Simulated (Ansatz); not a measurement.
Reaction (redistribution): `C[O][Ge]([O]C)([O]C)[Se]C` + `[OH][Ti]([Cl])([Cl])[Cl]` → `C[Se][Ti]([Cl])([Cl])[Cl]` + `C[O][Ge]([OH])([O]C)[O]C`

Isolated molecules relaxed with PBE0-D4/def2-TZVP in Ansatz; ΔE leaves out vibrations. CBS: MP2 limit from def2 TZ/QZ plus the TZ coupled-cluster correction, frozen cores. Functionals use def2-TZVPP. B3LYP here is the variant with VWN-RPA as its local correlation; programs differ in this. HSE06 is defined as in plane-wave codes. For Ge, Se, Ti outer-core shells are correlated without core-valence functions, which leaves a few kJ/mol of doubt a bond. Scalar relativity is left out up to krypton. One conformer a species, not always the lowest.

```csv
level,ΔE (kJ/mol),difference from CCSD(T)/CBS
B3LYP-D4,54.1,13.8
BHLYP-D4,54.5,14.2
PBE-QIDH,38.6,-1.7
revPBE,51.2,10.9
HSE06,51.9,11.6
BHLYP,53.5,13.2
CAM-B3LYP,58.3,18.0
MP2/def2-SVP,36.9,-3.4
HF/CBS(def2),56.1,15.8
MP2/CBS(def2),25.3,-15.0
CCSD(T)/CBS,40.3,0
```

Largest T1 diagnostic among the species: 0.025, so the coupled-cluster value is less sure than usual.

Leaving LDA and LC-ωPBE aside and taking each functional with its dispersion term where it has one, the values, not all of them listed here, spread over 26.0 kJ/mol, from B2PLYP to ωB97X-V. In def2-TZVPP, CCSD(T) changes the Hartree–Fock value by −16.8 kJ/mol (the triples alone add −9.3 kJ/mol) and MP2 by −31.8 kJ/mol.
